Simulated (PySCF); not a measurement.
CH3FO3Si, SMILES O=CO[Si@@H](O)F. Atoms are numbered in the order given.

```xyz
9

O      1.1898     1.6121     0.2427
C      1.5179     0.5786     0.7660
O      0.7874    -0.5378     0.7649
Si    -0.7102    -0.6434    -0.0449
O     -1.5065     0.7778     0.0235
F     -0.3337    -1.0603    -1.5585
H      2.4710     0.4398     1.3153
H     -1.4731    -1.7242     0.5846
H     -0.9250     1.5460    -0.0897
```

Coordinates come from a ωB97X-D3(BJ)/def2-SVP optimisation. The structure was generated by enumeration; whether it is a known compound was not checked. The values are those of a single conformer.

All values below come from PBE/def2-TZVP in PySCF.

The molecule is in vacuum.

```yaml
total_energy: -654.74042 hartree
highest_occupied_level: -7.26 eV
lowest_empty_level: -1.97 eV
orbital_gap: 5.30 eV
dipole_moment: 1.78 D
quadrupole, principal values (traceless, Buckingham form, about the centre of nuclear charge): -3.23, -0.73, 3.96 D·Å
mean_static_polarisability: 44.4 bohr³ (6.58 Å³)
polarisability_principal_values: 35.2, 45.7, 52.3 bohr³
```
